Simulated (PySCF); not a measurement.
Precursor series Y Cl-F. Isolated molecules, 0 K electronic values unless said otherwise.

The HOMO from two functionals at the same geometries (r2SCAN-D4/def2-SVP), both in PySCF: PBE-D3(BJ)/def2-TZVP and TPSSh-D3(BJ)/def2-TZVP. 

```tsv
species	TPSSh-D3(BJ)/def2-TZVP (eV)
0 of 3 Cl replaced by F ([Y(Cl)3])	-8.39
1 of 3 Cl replaced by F ([Y(Cl)2(F)])	-8.31
2 of 3 Cl replaced by F ([Y(Cl)(F)2])	-8.18
3 of 3 Cl replaced by F	-9.41
```

What does PBE-D3(BJ)/def2-TZVP give for each?


- 0 of 3 Cl replaced by F ([Y(Cl)3]): -7.74
- 1 of 3 Cl replaced by F ([Y(Cl)2(F)]): -7.66
- 2 of 3 Cl replaced by F ([Y(Cl)(F)2]): -7.53
- 3 of 3 Cl replaced by F: -8.56
Over these rows, drawn at random from the members with no instability flagged (it was tested for open shells, ions and some series alone), PBE minus TPSSh-D3(BJ): mean +0.70 eV, from +0.65 eV to +0.85 eV.
